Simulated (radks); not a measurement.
Sm+, configuration [Xe] 4f6 6s1.

All-electron calculation, Dirac Kohn-Sham, PBE, spin-unpolarised, spherical densities, finite nucleus; open shells fill j = l - 1/2 first; Fermi nuclear charge, rms radius 5.0819 fm. Program: a radial shooting solver on a logarithmic mesh with Libxc functionals.

Energy parts (eV):
| part | energy |
|---|---|
| total | -283914.57 |
| kinetic | 307809.35 |
| electron-nucleus | -695291.77 |
| Hartree | 109996.40 |
| exchange-correlation | -6428.55 |

Orbitals (lengths in bohr, moments of r in powers of bohr; <r^-3> diverges for s and p1/2):
\begin{tabular}{lrrrrrr}
orbital & occ. & eigenvalue (eV) & <1/r> & <r^4> & <r^-3> & <r> \\ \hline
1s1/2 & 2 & -46631.86 & 68.81 & 1.318e-06 & - & 0.02274 \\
2s1/2 & 2 & -7621.328 & 16.35 & 0.0002114 & - & 0.09649 \\
2p1/2 & 2 & -7224.630 & 16.33 & 0.0001315 & - & 0.08073 \\
2p3/2 & 4 & -6621.786 & 14.56 & 0.0001696 & 8888 & 0.08736 \\
3s1/2 & 2 & -1674.107 & 5.945 & 0.008329 & - & 0.2545 \\
3p1/2 & 2 & -1503.303 & 5.859 & 0.007628 & - & 0.2442 \\
3p3/2 & 4 & -1381.236 & 5.412 & 0.009233 & 1856 & 0.2569 \\
3d3/2 & 4 & -1084.908 & 5.286 & 0.006798 & 309.5 & 0.2286 \\
3d5/2 & 6 & -1058.397 & 5.174 & 0.007212 & 277.3 & 0.2326 \\
4s1/2 & 2 & -337.2868 & 2.476 & 0.2090 & - & 0.5792 \\
4p1/2 & 2 & -271.7938 & 2.369 & 0.2407 & - & 0.5934 \\
4p3/2 & 4 & -245.0211 & 2.219 & 0.2910 & 407.9 & 0.6223 \\
4d3/2 & 4 & -137.2459 & 1.998 & 0.4317 & 57.16 & 0.6651 \\
4d5/2 & 6 & -132.4658 & 1.961 & 0.4594 & 50.56 & 0.6755 \\
4f5/2 & 6 & -8.6579 & 1.364 & 6.778 & 6.248 & 1.002 \\
4f7/2 & 0 & -8.1198 & 1.345 & 7.656 & 6.009 & 1.022 \\
5s1/2 & 2 & -49.2672 & 0.9421 & 7.485 & - & 1.411 \\
5p1/2 & 2 & -31.7814 & 0.8256 & 12.99 & - & 1.593 \\
5p3/2 & 4 & -28.2566 & 0.7721 & 16.49 & 52.89 & 1.689 \\
6s1/2 & 1 & -8.4079 & 0.3214 & 444.1 & - & 3.915 \\
\end{tabular}

The highest occupied level is 6s1/2 at -8.408 eV. For comparison, the ionisation energy in NIST's Atomic Spectra Database is 11.08 eV (semi-empirical). In exact Kohn-Sham theory the highest level is minus the ionisation energy, but local and semilocal functionals leave it too shallow, through self-interaction and a potential that decays too fast; potentials with the right tail come closer. The density falls to 0.001 e/bohr^3 at r = 4.54 bohr.

Beside tabulated values, note that spin-unpolarised runs miss the spin-polarisation part of the exchange energy of open shells.
